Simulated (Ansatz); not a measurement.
Frontier orbitals of `[SiH3]C=C=CI`.

```xyz
10

Si   -0.774   -0.907    1.320
C    -0.716    0.517    0.116
C     0.321    0.720   -0.643
C     1.370    0.876   -1.386
I     1.528   -0.031   -3.260
H    -0.953   -0.389    2.703
H     0.492   -1.671    1.223
H    -1.930   -1.787    1.003
H    -1.564    1.196    0.035
H     2.225    1.477   -1.110
```

Total charge 0; spin multiplicity 1. Correlated methods include outer-core shells of I, which these sets cover unevenly. I: def2 effective core potential. The structure was optimised at the PBE0-D4/def2-TZVP level. Basis def2-TZVPP, Ansatz.

```json
{"functional": "PBE", "HOMO (eV)": "-5.83", "LUMO (eV)": "-2.52", "gap (eV)": "3.31"}
{"functional": "revPBE", "HOMO (eV)": "-5.78", "LUMO (eV)": "-2.44", "gap (eV)": "3.34"}
{"functional": "PBE0", "HOMO (eV)": "-6.90", "LUMO (eV)": "-1.65", "gap (eV)": "5.25"}
{"functional": "B3LYP", "HOMO (eV)": "-6.68", "LUMO (eV)": "-1.84", "gap (eV)": "4.84"}
{"functional": "r2SCANh", "HOMO (eV)": "-6.44", "LUMO (eV)": "-2.07", "gap (eV)": "4.37"}
{"functional": "CAM-B3LYP", "HOMO (eV)": "-8.13", "LUMO (eV)": "-0.55", "gap (eV)": "7.58"}
{"functional": "ωB97M-V", "HOMO (eV)": "-8.99", "LUMO (eV)": "0.35", "gap (eV)": "9.34"}
```

A quarter of exact exchange (PBE0) shifts PBE's HOMO by −1.07 eV and its LUMO by +0.87 eV; full exchange at long range (ωB97M-V) shifts them by −3.16 and +2.87 eV. The gap opens from 3.31 to 9.34 eV, since occupied levels lose self-interaction and empty ones feel all the electrons. A positive LUMO is unbound and depends on the basis.

B3LYP here is the variant with VWN-RPA as its local correlation; programs differ in this.
